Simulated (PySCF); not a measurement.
Splitting trees

Structure with atom numbers: `[O:1]=[C:2]([F:3])[C:4]([F:5])([F:6])[F:7]`.

PySCF 2.14.0 with density-fitted response routines calculation with geometry from PBE0-D3(BJ)/def2-SVP, PBE/pcSseg-2 with gauge-including orbitals and B3LYP/pcJ-1 coupling constants; relativity neglected, single conformer, fast rotation and ring inversion assumed for equivalent nuclei, isolated molecule.

References, each an isolated molecule treated in the same way: 13C vs TMS; 19F against CFCl3.

Spectrometer: 400 MHz for 1H. First-order analysis; couplings under 1 Hz (under 4 Hz in carbon signals) are ignored, and nearly equal couplings are merged; the smaller ones broaden or split the lines further.

Problem. What pattern does C4 show in the 13C spectrum?

Solution. A quartet of doublets at δ 127.4: 356.6 Hz to F5/F6/F7 (3 × 19F, 1 bond away), 97.8 Hz to F3 (1 × 19F, 2 bonds away). Lines in Hz from the centre (relative intensity): +583.8 (1), +486.0 (1), +227.2 (3), +129.4 (3), -129.4 (3), -227.2 (3), -486.0 (1), -583.8 (1). The outer lines are 1167.6 Hz apart, the sum of the couplings kept, or 11.609 ppm at this field.

Problem. What pattern does F5/F6/F7 show (19F)?

Solution. A doublet at δ -99.8: 5.1 Hz to F3 (1 × 19F, 3 bonds away). Lines in Hz from the centre (relative intensity): +2.5 (1), -2.5 (1). The outer lines are 5.1 Hz apart, the sum of the couplings kept, or 0.014 ppm at this field.

Problem. What pattern does F3 show (19F)?

Solution. A quartet at δ 11.9: 5.1 Hz to F5/F6/F7 (3 × 19F, 3 bonds away). Lines in Hz from the centre (relative intensity): +7.7 (1), +2.5 (3), -2.5 (3), -7.7 (1). The outer lines are 15.3 Hz apart, the sum of the couplings kept, or 0.041 ppm at this field.

Problem. What pattern does C2 show in the 13C spectrum?

Solution. A doublet of quartets at δ 159.4: 450.9 Hz to F3 (1 × 19F, 1 bond away), 53.9 Hz to F5/F6/F7 (3 × 19F, 2 bonds away). Lines in Hz from the centre (relative intensity): +306.3 (1), +252.4 (3), +198.5 (3), +144.6 (1), -144.6 (1), -198.5 (3), -252.4 (3), -306.3 (1). The outer lines are 612.6 Hz apart, the sum of the couplings kept, or 6.091 ppm at this field.
